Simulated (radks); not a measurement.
Excited configurations of Zr3+: one electron is placed in a higher orbital outside [Kr]. The ground configuration is [Kr] 4d1. All-electron calculation, scalar-relativistic Kohn-Sham, PBE, spin-polarised, spherical densities, finite nucleus; open shells are filled with parallel spins first (spin-orbit coupling, left out, can overturn this in heavy ions); Fermi nuclear charge, rms radius 4.2694 fm. Program: a radial shooting solver on a logarithmic mesh with Libxc functionals. Excitation = E - E(ground); binding = E(ion) - E, where the ion is the core of charge +4; n* = 4/sqrt(2 binding) in atomic units, and the quantum defect is n - n*.

outer orbital  excitation (eV)  binding (eV)     n*  quantum defect  eigenvalue (eV)
4f                      19.437        15.003  3.809           0.191          -12.386
5s                       4.474        29.967  2.695           2.305          -26.481
5p                      10.029        24.411  2.986           2.014          -21.485
5d                      17.586        16.854  3.594           1.406          -14.813
5f                      24.343        10.097  4.643           0.357           -8.734
6s                      18.260        16.181  3.668           2.332          -14.504
7s                      24.295        10.145  4.632           2.368           -9.160
7f                      29.255         5.185  6.479           0.521           -4.648

The Delta-SCF ionisation energy is 34.440 eV (NIST Atomic Spectra Database: 34.418 eV, measured). Self-interaction in the functional shifts the binding energies and quantum defects, so they are the method's values and not measured ones. Open shells are spherical and high-spin; term and fine-structure splittings are not resolved.
